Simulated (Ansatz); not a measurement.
Process, species as SMILES: CO[B]N → CN[B]O
Each molecule is optimised on its own at B3LYP-D3(BJ)/def2-TZVP (Ansatz, a quantum-chemistry and plane-wave program), one conformer each, not searched for the lowest.

Quantity: isomerisation energy (electronic energy difference), in kJ/mol. Correlated levels leave the core frozen unless marked. UHF or UKS for open shells. No spin-orbit coupling. Non-relativistic. CBS(X,Y): correlation extrapolated as X^-3; Hartree-Fock from the larger set.

```json
[
 {"level": "PBE-D4/def2-TZVPD", "program": "Ansatz + dftd4", "isomerisation energy (kJ/mol)": "-28.4"},
 {"level": "PBE0/6-31G*", "program": "Ansatz", "isomerisation energy (kJ/mol)": "-20.9"}
]
```

Q: What does CCSD(T)/CBS(cc-pVTZ,cc-pVQZ) (Ansatz) give?

A: -30.7 kJ/mol, so PBE0/6-31G* differs from it by 9.8 kJ/mol.
